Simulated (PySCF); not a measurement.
Vertical excitations of a molecule C5H7FO from TDA-PBE/def2-SVPD (PySCF), as energy in eV (oscillator strength): 5.06 (0.021), 5.10 (0.009), 5.71 (0.002), 5.85 (0.010), 6.50 (0.034), 6.64 (0.040). Lowest triplet (TDA): 4.14 eV. The structure is a stationary point at B3LYP-D3(BJ)/def2-SVP. One conformer was computed; it need not be the lowest.

### Question
Which structure fits?
A) C=C(C)OC(=C)F
B) C#C[C@@](C)(F)CO
C) C[C@H]1CO/C1=C\F
D) CO[C@H]1C=C[C@@H]1F

### Answer
C, C[C@H]1CO/C1=C\F
